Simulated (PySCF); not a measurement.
Species: C8H7ClFN.
SMILES with atom numbers: `[N:1]#[C:2][C:3]1=[CH:4][CH2:5][C@H:6]([CH2:7][Cl:8])[C:9]([F:10])=[CH:11]1`

Definitions: NICS(0) = −σiso at the ring centroid; NICS(1) = −σiso and NICS(1)zz = −σzz at ±1 Å along the ring normal z. Level: GIAO PBE0/pcSseg-1 (PySCF, non-relativistic, gas phase) on the GFN2-xTB geometry, one conformer.

Ring bond lengths (Å), with Mayer bond orders in brackets: C3–C4 1.342 (1.73), C4–C5 1.494 (1.06), C5–C6 1.536 (1.01), C6–C9 1.502 (1.00), C9–C11 1.327 (1.80), C11–C3 1.458 (1.03).

Question: Give the NICS values of each ring in ppm.

Answer: 
| ring | type | NICS(0) | NICS(1), two faces | NICS(1)zz, two faces | rms pucker (Å) | centre to ring atoms, mean (Å) |
| --- | --- | --- | --- | --- | --- | --- |
| C3–C4–C5–C6–C9–C11 | 6-membered carbocycle; formal bonds 2 double, 4 single | -0.5 | -1.8 / -1.4 | -4.5 / 1.8 | 0.13 | 1.43 |

Question: What can be read from them?

Answer: 
- C3–C4–C5–C6–C9–C11: mean NICS(1)zz -1.3 ppm, near zero. C5, C6 have four or more neighbours, and the NICS criterion for π rings isn't applied. The two faces differ by 6.3 ppm, so no symmetry operation interchanges them.

Question: At the first NICS(1) probe listed for ring C3–C4–C5–C6–C9–C11, 1 Å off the ring, what do the in-plane components average?

Answer: The isotropic value is a third of the trace: (3 × -1.8 − (-4.5))/2 = -0.5 ppm.

Question: What are the shieldings of the ring atoms and their hydrogens in the same run (means over atoms taken as equivalent)?

Answer: 
```json
{"atoms": "C3", "environment": "fully substituted alkene carbon", "σ isotropic (ppm)": "70.9", "principal values of the symmetric part, first atom (ppm)": "-37.2, 92.4, 157.4"}
{"atoms": "C4", "environment": "alkene CH carbon", "σ isotropic (ppm)": "40.5", "principal values of the symmetric part, first atom (ppm)": "-76.4, 35.8, 162.3"}
{"atoms": "C5", "environment": "allylic carbon", "σ isotropic (ppm)": "152.4", "principal values of the symmetric part, first atom (ppm)": "142.7, 154.9, 159.8"}
{"atoms": "C6", "environment": "allylic carbon", "σ isotropic (ppm)": "147.1", "principal values of the symmetric part, first atom (ppm)": "138.5, 146.7, 156.2"}
{"atoms": "C9", "environment": "vinylic C–F carbon", "σ isotropic (ppm)": "16.0", "principal values of the symmetric part, first atom (ppm)": "-76.0, 51.3, 72.9"}
{"atoms": "C11", "environment": "alkene CH carbon", "σ isotropic (ppm)": "74.7", "principal values of the symmetric part, first atom (ppm)": "-20.4, 89.4, 155.2"}
{"atoms": "H on C4", "environment": "vinylic hydrogen", "σ isotropic (ppm)": "25.22", "principal values of the symmetric part, first atom (ppm)": "23.3, 24.7, 27.6"}
{"atoms": "H on C5", "environment": "methylene hydrogen", "σ isotropic (ppm)": "29.14", "principal values of the symmetric part, first atom (ppm)": "25.5, 27.7, 34.2"}
{"atoms": "H on C5", "environment": "methylene hydrogen", "σ isotropic (ppm)": "28.50", "principal values of the symmetric part, first atom (ppm)": "23.7, 26.5, 35.3"}
{"atoms": "H on C6", "environment": "methine hydrogen", "σ isotropic (ppm)": "29.15", "principal values of the symmetric part, first atom (ppm)": "25.6, 26.9, 34.9"}
{"atoms": "H on C11", "environment": "vinylic hydrogen", "σ isotropic (ppm)": "25.65", "principal values of the symmetric part, first atom (ppm)": "23.3, 24.9, 28.7"}
```

The values belong to the conformer `[N:1]#[C:2][C:3]1=[CH:4][CH2:5][C@H:6]([CH2:7][Cl:8])[C:9]([F:10])=[CH:11]1`: C5–C6–C7–Cl8 -59°.
